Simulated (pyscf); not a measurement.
Single points on ωB97X-D3(BJ)/def2-SVP structures (PySCF, gas phase).

### Question
For the elementary gas-phase step H₂C=C(Br)–CH₂–Br (SMILES C=C(Br)CBr) → HC≡C–CH₂–Br (SMILES C#CCBr) + HBr (SMILES Br) (singlet surface; Br–C, C–H broken, Br–H formed), what barrier and reaction energy does ωB97M-D3(BJ)/def2-TZVP give, measured from the reactant's lowest minimum found?

### Answer
ΔE‡ = 71.7 kcal/mol, ΔE = +33.8 kcal/mol. Zero-point energy shifts the barrier by -5.6 kcal/mol. It is an elimination, with an imaginary mode of 1541i cm⁻¹. The same reactants have a lower exit, to •H₂C–C(=CH₂)–Br + Br• (no saddle counted: cutting one bond costs +59.0 kcal/mol at ωB97M-D3(BJ), against +71.7 kcal/mol here). This is the saddle that the search found; another between the same sides may lie lower. Elements up to Kr have no core potential and no relativistic terms here.
